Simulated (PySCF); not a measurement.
# A survey of ³¹P NMR shifts

Computed data (PySCF): PBE0/pcSseg-1 with gauge-including orbitals, GFN2-xTB geometry. One averaged value for each set of equivalent atoms, single conformer, non-relativistic Hamiltonian, no solvent model.

Shieldings were converted by a linear fit to measured shifts: ³¹P (scatter 18.1 ppm rms vs H3PO4, solution or neat liquid). Occasional misses reach two or three times the rms, and more in compound classes unlike the fitted ones.

Q: Give the ³¹P shifts of `N#Cc1pcpcp1`, `PP(=S)(C1CC1)C1CC1`, `CCc1pcpc(Cl)p1`, `CC1=C[P@@]1(=S)CP(C)C`, `C#C[Si@]([SiH3])(P)N([SiH3])[SiH3]`, `Cc1cpc(C)c(C#N)p1`, `C#CC[P@@](C)(=S)CCP`.

A: 
```json
{"compound": "[N:1]#[C:2][c:3]1[p:4][cH:5][p:6][cH:7][p:8]1", "environment": "P4/8: phosphorus bonded to 2 C, in a 6-membered ring (×2)", "δ (ppm)": "257.6"}
{"compound": "[N:1]#[C:2][c:3]1[p:4][cH:5][p:6][cH:7][p:8]1", "environment": "P6: phosphorus bonded to 2 C, in a 6-membered ring", "δ (ppm)": "226.1"}
{"compound": "[PH2:1][P:2](=[S:3])([CH:4]1[CH2:5][CH2:6]1)[CH:7]1[CH2:8][CH2:9]1", "environment": "P2: phosphorus bonded to 2 C, P, S", "δ (ppm)": "52.4"}
{"compound": "[PH2:1][P:2](=[S:3])([CH:4]1[CH2:5][CH2:6]1)[CH:7]1[CH2:8][CH2:9]1", "environment": "P1: phosphorus bonded to P, 2 H", "δ (ppm)": "-119.7"}
{"compound": "[CH3:1][CH2:2][c:3]1[p:4][cH:5][p:6][c:7]([Cl:8])[p:9]1", "environment": "P9: phosphorus bonded to 2 C, in a 6-membered ring", "δ (ppm)": "225.3"}
{"compound": "[CH3:1][CH2:2][c:3]1[p:4][cH:5][p:6][c:7]([Cl:8])[p:9]1", "environment": "P4: phosphorus bonded to 2 C, in a 6-membered ring", "δ (ppm)": "214.1"}
{"compound": "[CH3:1][CH2:2][c:3]1[p:4][cH:5][p:6][c:7]([Cl:8])[p:9]1", "environment": "P6: phosphorus bonded to 2 C, in a 6-membered ring", "δ (ppm)": "211.7"}
{"compound": "[CH3:1][C:2]1=[CH:3][P@@:4]1(=[S:5])[CH2:6][P:7]([CH3:8])[CH3:9]", "environment": "P7: phosphorus bonded to 3 C", "δ (ppm)": "-45.0"}
{"compound": "[CH3:1][C:2]1=[CH:3][P@@:4]1(=[S:5])[CH2:6][P:7]([CH3:8])[CH3:9]", "environment": "P4: phosphorus bonded to 3 C, S, in a 3-membered ring", "δ (ppm)": "-78.5"}
{"compound": "C#C[Si@]([SiH3])(P)N([SiH3])[SiH3]", "environment": "phosphorus bonded to Si, 2 H", "δ (ppm)": "-208.6"}
{"compound": "[CH3:1][c:2]1[cH:3][p:4][c:5]([CH3:6])[c:7]([C:8]#[N:9])[p:10]1", "environment": "P10: phosphorus bonded to 2 C, in a 6-membered ring", "δ (ppm)": "239.6"}
{"compound": "[CH3:1][c:2]1[cH:3][p:4][c:5]([CH3:6])[c:7]([C:8]#[N:9])[p:10]1", "environment": "P4: phosphorus bonded to 2 C, in a 6-membered ring", "δ (ppm)": "218.9"}
{"compound": "[CH:1]#[C:2][CH2:3][P@@:4]([CH3:5])(=[S:6])[CH2:7][CH2:8][PH2:9]", "environment": "P4: phosphorus bonded to 3 C, S", "δ (ppm)": "26.8"}
{"compound": "[CH:1]#[C:2][CH2:3][P@@:4]([CH3:5])(=[S:6])[CH2:7][CH2:8][PH2:9]", "environment": "P9: phosphorus bonded to C, 2 H", "δ (ppm)": "-152.3"}
```
